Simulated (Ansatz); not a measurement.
Basis-set extrapolation for C12H24, SMILES `C=CCCCCCCCCCC` (PBE0-D4/def2-TZVP geometry, frozen core, Ansatz). Multiplicity 1, RHF reference.

|  | def2-TZVPP | def2-QZVPP |
| --- | --- | --- |
| HF | -468.543539 | -468.565180 |
| MP2 correlation | -2.085552 | -2.213943 |
| CCSD(T) correlation | -2.300166 | not run |

Energies in hartree. Use E(X) = E(∞) + A·exp(−7.88·√X) for Hartree–Fock and E(X) = E(∞) + B·X^(−2.97) for correlation, with X = 3 and 4, and add CCSD(T) minus MP2 of the smaller set to the MP2 limit.

What is the CCSD(T) energy at the basis-set limit?

HF limit: -468.565180 + (-0.021641) × 0.13774 = -468.56816. MP2 limit: -2.213943 + (-0.128391) × 0.74074 = -2.30905. Higher-order term: -2.300166 − (-2.085552) = -0.21461. Total: -471.09182 hartree, 6.75 eV below CCSD(T)/def2-TZVPP.
